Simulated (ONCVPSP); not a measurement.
terbium (Tb): one change to an ONCV potential, before and after

```json
{
 "Element": "terbium",
 "Generator": "ONCVPSP 4.0.1",
 "Type": "optimised norm-conserving Vanderbilt (ONCV)",
 "Functional": "PBEsol",
 "Relativity": "scalar-relativistic",
 "Frozen core": "[Kr] 4d10 4f8",
 "Valence charge": "11",
 "Reference configuration": "5s2 5p6 5d1 6s1.5 (charge +0.5)",
 "Partial waves": "5s+6s: rc 2.45 bohr, ncon 4, nbas 9, qcut 5.7 1/bohr, 3 projectors, debl 3 Ha; 5p: rc 1.70 bohr, ncon 4, nbas 8, qcut 5.7 1/bohr, 1 projector; 5d: rc 3.30 bohr, ncon 5, nbas 10, qcut 3.7 1/bohr, 3 projectors, debl 0.8 Ha",
 "Local potential": "polynomial inside 1.40 bohr (lpopt 1, dvloc0 0 Ha)",
 "Core correction": "Teter function, fcfact 3.25, rcfact 1.4"
}
```

All-electron outer shells of the reference configuration (PBEsol, scalar-relativistic, ld1.x):

```
shell  level (eV)  outermost node (bohr)  outermost maximum (bohr)
   5s      -54.36                   0.64                      1.18
   5p      -30.96                   0.69                      1.33
   4f      -12.06                      –                      0.55
   6s       -6.75                   1.57                      3.24
   5d       -5.28                   0.77                      1.92
```

Change: all radii but the core radius scaled by about 1.10 (s 2.68, p 1.86, d 3.62 bohr); local potential polynomial inside 1.54 bohr (lpopt 1, dvloc0 0 Ha).

Cutoffs: the cutoffs (Ha) at which the residual kinetic energy of the hardest occupied pseudo-wave falls to 1 and 0.1 mHa per electron; they do not see the model core or the augmentation charge, which bear on the density cutoff. Errors are all-electron minus pseudo energies relative to the spin-unpolarised reference configuration.

Task: Predict the effect on cutoff, ghosts and configuration errors.

Result: The potential gets softer (15 Ha and 57 Ha → 13 Ha and 18 Ha); of the 4 tests that both files solve, the error grows in 1 and shrinks in 1 by more than 15 % and 0.3 meV (median size 2.2 → 0.9 meV); neither file shows a bound ghost. A larger radius leaves more room for a smooth pseudo-wave, so fewer plane waves are needed.

| quantity | base | changed |
| --- | --- | --- |
| cutoff, loose | 15 Ha | 13 Ha |
| cutoff, tight | 57 Ha | 18 Ha |
| loose cutoff by channel | s 8.8 Ha, p 15 Ha, d 6.0 Ha | s 7.4 Ha, p 13 Ha, d 5.6 Ha |
| bound ghosts | none | none |
| GHOST(+) flags under 300 eV | s at 181.6 eV | s at 190.4 eV |
| error for 5s2 5p6 5d1 6s2, meV [ΔE -2.73 eV] | +0.7 | +0.7 |
| error for 5s2 5p6 5d1 6s1, meV [ΔE 4.04 eV] | -1.0 | -1.1 |
| error for 5s2 5p6 5d1 6s0, meV [ΔE 16.25 eV] | +3.4 | +0.4 |
| error for 5s2 5p6 5d2 6s0, meV [ΔE 5.31 eV] | +17 | +26 |
| rms error of d²Exc/dni dnj with the model core, mHa | 1.12 | 1.38 |
